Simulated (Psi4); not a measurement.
Psi4 input (wB97X-D/6-311+G**):

```
memory 1500 MB

molecule {
0 2
C    -0.06979756    1.52270279    0.26646729
C    -0.48264306    0.09644613    0.11446172
C    -1.80841303   -0.23503826   -0.47278997
O     0.46272251   -0.83930226   -0.23054878
C     1.75793190   -0.71070509    0.33012951
H     0.73453541    1.66023414    0.99105625
H    -0.92064145    2.11629180    0.60048702
H     0.27559418    1.95374659   -0.68873706
H    -1.83854725   -0.03392981   -1.55600324
H    -2.03836987   -1.29242768   -0.33407184
H    -2.59658567    0.35869297   -0.00829571
H     2.27893852    0.17435800   -0.04501381
H     2.31084766   -1.59949505    0.03275104
H     1.70997881   -0.66348621    1.42260637
symmetry c1
no_reorient
no_com
}

set {
  basis 6-311+G**
  reference uks
  scf_type df
  df_basis_scf def2-universal-jkfit
  dft_radial_points 99
  dft_spherical_points 590
  e_convergence 1e-8
  d_convergence 1e-7
  maxiter 150
}

e = energy('wb97x-d')
print_out(f'\nFINAL {e:.10f} DIPOLE {variable("CURRENT DIPOLE")[0]:.6f} {variable("CURRENT DIPOLE")[1]:.6f} {variable("CURRENT DIPOLE")[2]:.6f}\n')
```

Output:

```
   => Loading Basis Set <=

    Name: 6-311+G**
    Role: ORBITAL
    Keyword: BASIS
    atoms 1-3, 5 entry C          line   129 file 6-311pgss.gbs
    atoms 4      entry O          line   171 file 6-311pgss.gbs
    atoms 6-14   entry H          line    42 file 6-311pgss.gbs

   => WB97X-D: Empirical Dispersion <=

    Chai and Head-Gordon Dispersion Correction
    Chai, J.-D.; Head-Gordon, M. (2010), J. Chem. Phys., 132: 6615-6620

        s6 =       1.000000

         ---------------------------------------------------------
                                   SCF
               by Justin Turney, Rob Parrish, Andy Simmonett
                          and Daniel G. A. Smith
                              UKS Reference
         ---------------------------------------------------------

  ==> Geometry <==

    Molecular point group: c1
    Full point group: C1

    Geometry (in Angstrom), charge = 0, multiplicity = 2:

       Center              X                  Y                   Z               Mass
    ------------   -----------------  -----------------  -----------------  -----------------
         C           -0.069797560000     1.522702790000     0.266467290000    12.000000000000
         C           -0.482643060000     0.096446130000     0.114461720000    12.000000000000
         C           -1.808413030000    -0.235038260000    -0.472789970000    12.000000000000
         O            0.462722510000    -0.839302260000    -0.230548780000    15.994914619570
         C            1.757931900000    -0.710705090000     0.330129510000    12.000000000000
         H            0.734535410000     1.660234140000     0.991056250000     1.007825032230
         H           -0.920641450000     2.116291800000     0.600487020000     1.007825032230
         H            0.275594180000     1.953746590000    -0.688737060000     1.007825032230
         H           -1.838547250000    -0.033929810000    -1.556003240000     1.007825032230
         H           -2.038369870000    -1.292427680000    -0.334071840000     1.007825032230
         H           -2.596585670000     0.358692970000    -0.008295710000     1.007825032230
         H            2.278938520000     0.174358000000    -0.045013810000     1.007825032230
         H            2.310847660000    -1.599495050000     0.032751040000     1.007825032230
         H            1.709978810000    -0.663486210000     1.422606370000     1.007825032230

  Running in c1 symmetry.

  Rotational constants: A =      0.26320  B =      0.13186  C =      0.09335 [cm^-1]
  Rotational constants: A =   7890.61325  B =   3953.12645  C =   2798.44582 [MHz]
  Nuclear repulsion =  186.676011477398617

  Charge       = 0
  Multiplicity = 2
  Electrons    = 41
  Nalpha       = 21
  Nbeta        = 20

  ==> Algorithm <==
[...]
      21A      0.041590    22A      0.071327    23A      0.080496
      24A      0.089163    25A      0.098518    26A      0.107467
      27A      0.115690    28A      0.126667    29A      0.132019
      30A      0.135568    31A      0.148237    32A      0.169805
      33A      0.182274    34A      0.186864    35A      0.194200
      36A      0.207702    37A      0.210642    38A      0.228850
      39A      0.240012    40A      0.260111    41A      0.272142
      42A      0.280315    43A      0.286473    44A      0.292248
      45A      0.308749    46A      0.322146    47A      0.329339
      48A      0.335285    49A      0.356323    50A      0.374397
      51A      0.389253    52A      0.397241    53A      0.434512
      54A      0.438655    55A      0.468161    56A      0.486210
      57A      0.518556    58A      0.533419    59A      0.570137
      60A      0.589923    61A      0.600967    62A      0.629310
      63A      0.648600    64A      0.686335    65A      0.695319
      66A      0.709703    67A      0.721050    68A      0.724903
      69A      0.742673    70A      0.746589    71A      0.767221
      72A      0.773952    73A      0.808505    74A      0.825049
      75A      0.835350    76A      0.902882    77A      0.948404
      78A      0.979394    79A      1.069348    80A      1.089650
      81A      1.132546    82A      1.147062    83A      1.184255
      84A      1.291817    85A      1.313888    86A      1.378760
      87A      1.389428    88A      1.423856    89A      1.508021
      90A      1.527292    91A      1.553336    92A      1.559833
      93A      1.566822    94A      1.616292    95A      1.636013
      96A      1.648583    97A      1.660991    98A      1.678151
      99A      1.693660   100A      1.717138   101A      1.732864
     102A      1.763934   103A      1.769767   104A      1.779799
     105A      1.800182   106A      1.852283   107A      1.868093
     108A      1.930540   109A      1.947185   110A      2.050442
     111A      2.060718   112A      2.068884   113A      2.102835
     114A      2.192142   115A      2.207230   116A      2.239032
     117A      2.255279   118A      2.361901   119A      2.403985
     120A      2.443041   121A      2.512187   122A      2.514737
     123A      2.564711   124A      2.572908   125A      2.579638
     126A      2.593316   127A      2.602243   128A      2.615705
     129A      2.631222   130A      2.650753   131A      2.673075
     132A      2.702350   133A      2.719761   134A      2.727713
     135A      2.741166   136A      2.781408   137A      2.936282
     138A      2.980775   139A      3.003659   140A      3.048689
     141A      3.136015   142A      3.159117   143A      3.180699
     144A      3.266260   145A      3.362660   146A      3.423188
     147A      3.680549   148A      3.860849   149A      3.880027
     150A      3.890258   151A      3.919410   152A      3.932770
     153A      3.966769   154A      4.177675   155A      4.284655
     156A      4.413741   157A      5.166713   158A      5.472752
     159A      5.824158   160A     23.893489   161A     24.043365
     162A     24.078886   163A     24.119056   164A     50.050817

    Final Occupation by Irrep:
              A
    DOCC [    20 ]
    SOCC [     1 ]
    NA   [    21 ]
    NB   [    20 ]

  @DF-UKS Final Energy:  -232.99394488284713

   => Energetics <=

    Nuclear Repulsion Energy =            186.6760114773986174
    One-Electron Energy =                -684.3644619222425263
    Two-Electron Energy =                 287.7104184437862955
    DFT Exchange-Correlation Energy =     -23.0101886726714682
    Empirical Dispersion Energy =          -0.0057242091180466
    VV10 Nonlocal Energy =                  0.0000000000000000
    Total Energy =                       -232.9939448828471313

  UHF NO Occupations:
  HONO-2 :   19  A 1.9995953
  HONO-1 :   20  A 1.9990243
  HONO-0 :   21  A 1.0000000
  LUNO+0 :   22  A 0.0009757
  LUNO+1 :   23  A 0.0004047
  LUNO+2 :   24  A 0.0002140
  LUNO+3 :   25  A 0.0001407

Computation Completed

Properties will be evaluated at   0.000000,   0.000000,   0.000000 [a0]

Properties computed using the SCF density matrix

 Multipole Moments:

 ------------------------------------------------------------------------------------
     Multipole            Electronic (a.u.)      Nuclear  (a.u.)        Total (a.u.)
 ------------------------------------------------------------------------------------

 L = 1.  Multiply by 2.5417464519 to convert [e a0] to [Debye]
 Dipole X            :          0.3085505           -0.0000002            0.3085503
 Dipole Y            :          0.3835863            0.0000002            0.3835864
 Dipole Z            :          0.1638221            0.0000002            0.1638223
 Magnitude           :                                                    0.5188252

 ------------------------------------------------------------------------------------

FINAL -232.9939448828 DIPOLE 0.308550 0.383586 0.163822

*** Psi4 exiting successfully. Buy a developer a beer!
```

The geometry given is a B3LYP-D3(BJ)/def2-TZVP minimum.
